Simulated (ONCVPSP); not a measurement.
## Plane-wave convergence, ONCV potential for platinum

```
Element                 : platinum
Generator               : ONCVPSP 4.0.1
Type                    : optimised norm-conserving Vanderbilt (ONCV)
Functional              : LDA (Perdew-Wang 92)
Relativity              : non-relativistic
Frozen core             : [Kr] 4d10 4f14
Valence charge          : 18
Reference configuration : 5s2 5p6 5d9 6s1
Partial waves           : 5s+6s: rc 2.00 bohr, ncon 4, nbas 9, qcut 6.3 1/bohr, 2 projectors; 5p: rc 1.30 bohr, ncon 5, nbas 9, qcut 7.1 1/bohr, 2 projectors, debl 1.7 Ha; 5d: rc 2.30 bohr, ncon 5, nbas 10, qcut 7.5 1/bohr, 2 projectors, debl 1.5 Ha
Local potential         : polynomial inside 1.20 bohr (lpopt 5, dvloc0 0 Ha)
Core correction         : Teter function, fcfact 1.75, rcfact 1.05
```

In the p channel the program set the typed energies aside and used -1.884, 0.250 Ha.

For each optimised wave give the share of its norm inside rc, the residual kinetic energy above qcut (Ha) and the cutoffs (Ha) for errors of 10, 1, 0.1 and 0.01 mHa per electron.

```json
{"wave": "5s", "norm inside rc": "0.987", "residual KE": "1.2e-06", "10 mHa": "5.2", "1 mHa": "11.7", "0.1 mHa": "15.3", "0.01 mHa": "17.6"}
{"wave": "6s", "norm inside rc": "0.106", "residual KE": "3.8e-06", "10 mHa": "4.1", "1 mHa": "11.6", "0.1 mHa": "15.7", "0.01 mHa": "18.8"}
{"wave": "5p", "norm inside rc": "0.689", "residual KE": "7.2e-03", "10 mHa": "23.7", "1 mHa": "115.2", "0.1 mHa": "151.1", "0.01 mHa": "167.8"}
{"wave": "p projector 2", "norm inside rc": "0.059", "residual KE": "1.5e-03", "10 mHa": "14.5", "1 mHa": "26.9", "0.1 mHa": "74.8", "0.01 mHa": "175.1"}
{"wave": "5d", "norm inside rc": "0.840", "residual KE": "6.5e-08", "10 mHa": "14.2", "1 mHa": "18.1", "0.1 mHa": "21.2", "0.01 mHa": "23.8"}
{"wave": "d projector 2", "norm inside rc": "0.125", "residual KE": "1.9e-07", "10 mHa": "13.0", "1 mHa": "17.4", "0.1 mHa": "21.1", "0.01 mHa": "24.1"}
```

The occupied waves need 115 Ha and 151 Ha for 1 and 0.1 mHa. Note: no bound ghost flagged; GHOST(+) flagged for s at 64.6 eV.
